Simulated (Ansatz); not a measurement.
Harmonic frequencies (cm⁻¹) at PBE0-D4/def2-TZVP from Ansatz: 98, 130, 215, 715, 723, 787, 940, 956, 978, 1154, 1182, 1216, 1482, 1495, 1497, 2201, 2207, 2260, 3011, 3070, 3122.

Question: Which molecule is it?
A. `N[Si](N)(F)Cl`
B. `O[SiH2][SiH3]`
C. `C[SiH2]O`
D. `CO[SiH3]`

Answer: D.
